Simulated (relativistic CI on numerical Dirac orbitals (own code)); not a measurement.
**Radial parameters of Hg20+**

Method of calculation: Dirac-Coulomb-Breit CI, separate exchange-only KLI orbitals for each configuration, model QED (radiative potential, 1s self-energy scaled to tabulated hydrogen-like ionisation energies), unscaled Slater integrals (own radial code, finite nucleus).

Slater integrals F^k, G^k are unscaled and averaged over j, outside the closed core [Kr]; ζ comes from projecting the Hamiltonian with its Breit term on Σ l·s of the shell.

- 4d10 4f13 5s: ζ(4f) = 9674.2, G^3(4f,5s) = 37719 cm⁻¹; <r>(4f) = 0.4494, <r^2>(4f) = 0.2369, <r>(5s) = 0.8, <r^2>(5s) = 0.7123 (bohr units).
- 4d10 4f12 5s2: F^2(4f,4f) = 229370, F^4(4f,4f) = 147690, F^6(4f,4f) = 107410, ζ(4f) = 9924.1 cm⁻¹; <r>(4f) = 0.4446, <r^2>(4f) = 0.2316 (bohr units).
- 4d10 4f13 5p: ζ(4f) = 9720.2, F^2(4f,5p) = 93762, G^2(4f,5p) = 32127, G^4(4f,5p) = 29042, ζ(5p) = 148130 cm⁻¹; <r>(4f) = 0.449, <r^2>(4f) = 0.2365, <r>(5p) = 0.8628, <r^2>(5p) = 0.831 (bohr units).

Averages of the first 10 configurations, taken without configuration mixing, which lowers the lowest level and can move excited configurations by several eV; other configurations of the list can lie among them:

```csv
Configuration,Parity,States,Average energy above the lowest level (eV)
4d10 4f13 5s,odd,28,26.6
4d10 4f14,even,1,0.1
4d10 4f12 5s2,even,91,61.4
4d10 4f13 5p,even,84,90.1
4d10 4f11 5s 5p2,odd,10920,226.7
4d10 4f11 5s2 5p,even,2184,163.1
4d10 4f13 5d,odd,140,173.3
4d10 4f12 5s 5p,odd,1092,122.2
4d10 4f12 5p2,even,1365,188.6
4d10 4f13 5f,even,196,259.5
```
